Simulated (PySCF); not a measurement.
C4H5F3.

```xyz
12

C     -1.4189     1.3995     0.0000
C     -0.1850     0.8940     0.0000
C      1.0774     1.6954     0.0000
C      0.0147    -0.5978     0.0000
F      0.7147    -0.9850    -1.0757
F      0.7147    -0.9850     1.0757
F     -1.1281    -1.2819     0.0000
H     -2.2986     0.7535     0.0000
H     -1.5784     2.4805     0.0000
H      1.6877     1.4581    -0.8854
H      0.8599     2.7712     0.0000
H      1.6877     1.4581     0.8854
```
Charge 0, spin multiplicity 1.

The structure is a stationary point at PBE0-D3(BJ)/def2-SVP.

All values below come from PBE/pcSseg-1 in PySCF. Non-relativistic, no solvent.

Computed absolute GIAO shielding of each atom: isotropic value and principal components (ppm):
```json
[
 {"atom": "C1", "σ(iso)": "58.4", "σ11": "-44.7", "σ22": "67.3", "σ33": "152.5", "span": "197.2"},
 {"atom": "C2", "σ(iso)": "35.6", "σ11": "-76.7", "σ22": "45.6", "σ33": "137.9", "span": "214.6"},
 {"atom": "C3", "σ(iso)": "160.4", "σ11": "148.8", "σ22": "149.7", "σ33": "182.7", "span": "33.9"},
 {"atom": "C4", "σ(iso)": "46.5", "σ11": "39.5", "σ22": "44.0", "σ33": "55.9", "span": "16.4"},
 {"atom": "F5", "σ(iso)": "242.5", "σ11": "159.1", "σ22": "244.3", "σ33": "324.2", "span": "165.1"},
 {"atom": "F6", "σ(iso)": "242.5", "σ11": "159.1", "σ22": "244.3", "σ33": "324.2", "span": "165.1"},
 {"atom": "F7", "σ(iso)": "259.0", "σ11": "178.9", "σ22": "262.9", "σ33": "335.1", "span": "156.3"},
 {"atom": "H8", "σ(iso)": "25.4", "σ11": "22.5", "σ22": "23.7", "σ33": "30.1", "span": "7.7"},
 {"atom": "H9", "σ(iso)": "25.8", "σ11": "23.2", "σ22": "24.9", "σ33": "29.4", "span": "6.2"},
 {"atom": "H10", "σ(iso)": "29.1", "σ11": "24.8", "σ22": "28.3", "σ33": "34.2", "span": "9.4"},
 {"atom": "H11", "σ(iso)": "29.5", "σ11": "25.8", "σ22": "28.2", "σ33": "34.5", "span": "8.7"},
 {"atom": "H12", "σ(iso)": "29.1", "σ11": "24.8", "σ22": "28.3", "σ33": "34.2", "span": "9.4"}
]
```
